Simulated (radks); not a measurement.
Values are calculated unless marked as measured or tabulated.
Cd31+, 17 electrons, occupied as [Ne] 3s2 3p5 (the NIST ground configuration).

Level of theory: scalar-relativistic Kohn-Sham, BLYP, spin-polarised, spherical densities, finite nucleus; open shells are filled with parallel spins first (spin-orbit coupling, left out, can overturn this in heavy ions); Fermi nuclear charge, rms radius 4.6087 fm (a radial shooting solver on a logarithmic mesh with Libxc functionals).

Energy parts (hartree):
part                        energy
total                  -4884.56009
kinetic                 5110.29818
electron-nucleus      -10709.42865
Hartree                  816.57340
exchange-correlation    -102.00302

Orbitals (lengths in bohr, moments of r in powers of bohr; r(max) is where P^2 peaks):
orbital  occ.  eigenvalue (hartree)   r(max)  <1/r>
1s up       1             -1033.793  0.01968  50.64
1s down     1             -1033.721  0.01968  50.64
2s up       1             -202.1148   0.1107  11.64
2s down     1             -202.0645   0.1108  11.64
2p up       3             -187.7211  0.08854  11.21
2p down     3             -187.6477  0.08857  11.21
3s up       1             -74.82607   0.3038  4.589
3s down     1             -74.61790   0.3039  4.585
3p up       3             -70.22565   0.2930  4.426
3p down     2             -70.01617   0.2931  4.424
3d up       0             -64.27422   0.2354  4.234
3d down     0             -64.09793   0.2350  4.237
4s up       0             -38.42570   0.6223  2.345
4s down     0             -38.34547   0.6231  2.340

The highest occupied level is 3p down at -1905.2 eV. The spin density at the nucleus is -2.594 e/bohr^3 (1s -6.437, 2s 0.558, 3s 3.285). The electron density at the nucleus is 1.643e+05 e/bohr^3 (large components only). For comparison, the ionisation energy in NIST's Atomic Spectra Database is 1918 eV (semi-empirical). In exact Kohn-Sham theory the highest level is minus the ionisation energy, but local and semilocal functionals leave it too shallow, through self-interaction and a potential that decays too fast; potentials with the right tail come closer. The density falls to 0.001 e/bohr^3 at r = 0.91 bohr. Summed over all electrons, <r^2> = 0.9450 bohr^2, which gives a Langevin (diamagnetic) susceptibility term of -0.748 x 10^-6 cm^3/mol.
